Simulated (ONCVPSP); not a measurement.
**iron, ONCV: configuration errors across variants**

* Element: Fe
* Generator: ONCVPSP 4.0.1
* Type: optimised norm-conserving Vanderbilt (ONCV)
* Functional: PBEsol
* Relativity: scalar-relativistic
* Frozen core: [Ne]
* Valence charge: 16
* Reference configuration: 3s2 3p6 3d6 4s2
* Partial waves: 3s+4s: rc 1.10 bohr, ncon 4, nbas 8, qcut 12.8 1/bohr, 2 projectors; 3p: rc 0.75 bohr, ncon 4, nbas 7, qcut 11.8 1/bohr, 3 projectors, debl 0.4 Ha; 3d: rc 1.90 bohr, ncon 4, nbas 8, qcut 9.3 1/bohr, 2 projectors, debl 0.3 Ha
* Local potential: polynomial inside 0.65 bohr (lpopt 5, dvloc0 0 Ha)
* Core correction: Teter function fitted to the true core (icmod 2), fcfact 0.3

In the p channel the program set the typed energies aside and used -2.202, 0.250, 0.650 Ha.

All-electron excitation energies from the reference (eV): (1) 3s2 3p6 3d6 4s1 8.745; (2) 3s2 3p6 3d6 4s0 24.862; (3) 3s2 3p6 3d5 4s0 59.049; (4) 3s1 3p6 3d6 4s2 101.631.

1 further variants failed, have other tests or too few solved ones, and are left out.

A true bound ghost makes a file unfit for plane-wave use even where its test errors are small: the radial tests pick states by their node count and pass the ghost by.

Errors AE − PS in meV (a dash: test not solved or not reliable):

| change | (1) | (2) | (3) | (4) | bound ghosts | GHOST(+) flags above zero |
| --- | --- | --- | --- | --- | --- | --- |
| base | +2.2 | +12 | +71 | -327 | p | s |
| s: qcut 14.1; p: qcut 13; d: qcut 10.2 | +1.8 | +11 | +56 | -260 | p | s, p |
| p: ncon 3, nbas 6 | +2.2 | +12 | +71 | -327 | p | s |
| core correction Teter function fitted to the true core (icmod 2), fcfact 0.2 | +2.2 | +12 | +71 | -327 | p | s |
| s: nproj 3 | +2.2 | +12 | +71 | -327 | p | s |
| p: nbas 8 | +2.2 | +12 | +71 | -327 | p | s |
| s: rc 1.26 | +2.0 | +12 | +71 | -376 | p | s |
| core correction Teter function fitted to the true core (icmod 2), fcfact 0.38 | +2.2 | +12 | +71 | -327 | p | s |

(1) Give the same row for: d: rc 2.4.

## Answers

(1) +6.6, +25, +131, +73; bound ghosts: p; GHOST(+) flags above zero: s, d.
